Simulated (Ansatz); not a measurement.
System: sum formula H2BO, charge 1, multiplicity 1. It need not be the lowest isomer of its formula. 
Coordinates optimised at B3LYP-D3(BJ)/def2-TZVP (Ansatz, an electronic-structure program):
SMILES: B=[OH+]
```xyz
4

H      0.0000     0.0000    -1.8853
B      0.0000     0.0000    -0.7151
O      0.0000     0.0000     0.4991
H      0.0000     0.0000     1.4683
```
Charge +1, spin multiplicity 1.

Question: Give the harmonic wavenumbers at B3LYP-D3(BJ)/def2-TZVP (Ansatz, finite differences of forces, unscaled).

Answer: 210, 210, 751, 751, 1777, 2896, 3772 cm⁻¹. Zero-point energy 14.8 kcal/mol.

Question: From these and the geometry, give the ideal-gas thermochemistry at 298.15 K and 1 atm (rigid rotor, harmonic oscillator).

Answer: Point group C∞v, rotational symmetry number 1. Rotational constants 33.1, 33.1 GHz. S(trans) 36.01, S(rot) 12.39, S(vib) 4.59, S(elec, spin only) 0.00, S 53.0 cal/(mol K). H(298) - H(0) 2.88 kcal/mol; G - E(el) 1.9 kcal/mol.
